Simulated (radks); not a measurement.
Results of a calculation; reference values are marked as such.
Exchange energies: the exact (Fock) value of the Kohn-Sham orbitals and density-functional approximations, as 100 (|E| - |E exact|)/|E exact|, negative where the magnitude is too small. Species: Fe14+ [Ne] 3s2; Ca+ [Ar] 4s1. Code: a radial shooting solver on a logarithmic mesh with Libxc functionals. Model: non-relativistic Kohn-Sham, exchange-only LDA, spin-polarised, spherical densities, point nucleus. Every spin shell is full or empty, so the densities are truly spherical. Functionals are evaluated on that one density, not self-consistently.

| functional | Fe14+ | Ca+ |
|---|---|---|
| exact (hartree) | -42.1085 | -34.9950 |
| LDA | -7.84 | -7.36 |
| RPBE | -0.01 | -0.03 |
| PW86 | +0.43 | +0.43 |
| OPTX | +0.11 | +0.16 |
| WC | -1.58 | -1.42 |
| AM05 | -6.85 | -6.53 |
| APBE | +0.55 | +0.57 |
| TPSS | +0.14 | +0.17 |
| r2SCAN | -0.12 | 0.00 |
| Tao-Mo | -0.29 | -0.23 |
| TASK | -3.15 | -2.99 |
| MVS | -0.44 | -0.20 |
